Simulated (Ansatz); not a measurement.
Program: Ansatz. Geometries: PBE0-D4/def2-TZVP. ΔE: electronic, gas phase. CCSD(T)/CBS is the MP2 limit (def2-TZVPP, def2-QZVPP) plus CCSD(T) − MP2 in def2-TZVPP, frozen cores. One conformer a species, not always the lowest.

`COC#C[SiH3]` + `CBBF` → `FBB[SiH3]` + `CC#COC`  (formal exchange of groups at the Si–C bond)

```csv
species,MP2/def2-QZVPP energy (Eh)
`COC#C[SiH3]`,-481.80516
`CBBF`,-190.36485
`FBB[SiH3]`,-441.35472
`CC#COC`,-230.77864
```

Problem. Work out ΔE.

Solution. ΔE = (-441.35472) + (-230.77864) − (-481.80516) − (-190.36485) = 0.03665 Eh = +96.2 kJ/mol. CCSD(T)/CBS gives +87.6 kJ/mol.

Largest T1 diagnostic among the species: 0.014.
